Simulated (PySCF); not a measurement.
Compound: C5H5FNO2 (doublet state).
Z-matrix (Å and degrees, GFN2-xTB geometry), rows numbered from 1:
```
C 
O   1  1.4192
C   2  1.3328  1  117.44
C   3  1.4074  2  133.40  1     0.07
F   4  1.3454  3  124.46  2     0.03
C   4  1.3765  3  109.50  2  -179.97
C   6  1.4368  4  107.64  3    -0.02
O   7  1.2153  6  132.33  4  -179.95
N   3  1.3525  2  119.57  1  -179.91
H   1  1.0878  2  105.64  3   179.83
H   1  1.0924  2  111.15  3   -61.11
H   1  1.0924  2  111.14  3    60.74
H   6  1.0699  4  127.23  3   180.00
H   9  1.0073  3  124.56  2    -0.12
```

The hyperfine couplings belong to this conformer and change with its torsions.

Identity: `COC1=C(F)[CH]C(=O)N1` [radical].

Computed, not measured: UKS B3LYP, pcH-1 on C F H N O, non-relativistic, mean-field spin-orbit, GIAO (PySCF 2.14.0). Isolated species at its GFN2-xTB geometry (one conformer only). A GFN2-xTB geometry isn't a minimum of the functional, and hyperfine couplings can be far from their values at a DFT geometry. No stability test was run, so a lower SCF solution isn't excluded.

Problem. What is the g tensor, term by term?

Solution. 
```json
{"Δg (ppm)": "relativistic mass correction", "1": "-224", "2": "-224", "3": "-224"}
{"Δg (ppm)": "gauge correction", "1": "-7", "2": "43", "3": "45"}
{"Δg (ppm)": "orbital Zeeman/spin–orbit", "1": "-35", "2": "2488", "3": "3698"}
{"Δg (ppm)": "total", "1": "-267", "2": "2306", "3": "3519"}
```

So g = 2.00205, 2.00463, 2.00584 and g_iso = 2.00417; the tensor is rhombic: the two nearest values differ by 32 % of g3 − g1. Axes: g2 points within 5° of the C6–H13 bond and g3 points within 4° of the C3–N9 bond.

Problem. What are the electron Larmor frequencies g μB B/h along the three axes at 1200 mT?

Solution. 33.6255, 33.6687, 33.6890 GHz for g1, g2 and g3, a range of 63.6 MHz.

Problem. At 94.447 GHz, how far is the centre of the isotropic spectrum from where a free electron (g = 2.002319) resonates?

Solution. B = hν/(g μB) with μB/h = 13.99624 MHz/mT gives 3370.10 mT for the free electron and 3366.99 mT at g_iso, 3.12 mT lower.

Problem. What effective moment and Curie constant follow for a powder?

Solution. With the mean of g² = 4.0167 and S(S+1) = 0.75: μ_eff = √(⟨g²⟩S(S+1)) = 1.736 μB and χT = 0.12505·⟨g²⟩·S(S+1) = 0.377 cm³ K/mol (cgs; spin-Hamiltonian part alone).

Problem. In a frozen sample, at which fields do the three g values resonate at 9.5, 34, 94 and 263 GHz (hyperfine left aside), and which band first spreads them over more than twice a line width of 0.5 mT?

Solution. 
| band | GHz | B(g3) mT | B(g2) mT | B(g1) mT | spread mT |
| --- | --- | --- | --- | --- | --- |
| X | 9.5 | 338.39 | 338.59 | 339.03 | 0.64 |
| Q | 34.0 | 1211.08 | 1211.81 | 1213.37 | 2.29 |
| W | 94.0 | 3348.27 | 3350.30 | 3354.60 | 6.33 |
| J | 263.0 | 9368.03 | 9373.70 | 9385.75 | 17.72 |

The spread grows in proportion to the frequency. Q band is the first where it exceeds 1.0 mT.

The Mulliken spin populations are largest on C3 (+0.34), C6 (+0.31), O8 (+0.27) and O2 (+0.07). Three atoms exceed +0.15.

The HOMO–LUMO gaps are 6.00 eV among the α and 4.44 eV among the β orbitals.

Hardware: one thread, Arm Neoverse V2 (aarch64), no GPU, shared host with 96 logical CPUs at a one-minute load of 56. Cost: 67 s (grids of density and orbitals included), 1.1 GiB resident at most.
